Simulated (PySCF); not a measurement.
## Electron correlation in P (phosphorus, neutral)

[Ne] 3s2 3p3, high-spin 4S determinant. Computed with PySCF 2.14 in aug-cc-pV(T+d)Z with one added diffuse shell each of s, p, d, f type (7s6p5d3f, 71 functions), with no relativity, point nucleus. Frozen: [Ne]; 5 electrons correlated.

```csv
level,correlation energy (mhartree)
CCSD,-102.26
(T),-4.08
CCSD(T),-106.34
```

Diagnostics: T1 = 0.0044, D1 = 0.0093, largest double amplitude 0.033.

Cost of the coupled-cluster step: of the order of 8 core-seconds, for 5 correlated electrons.
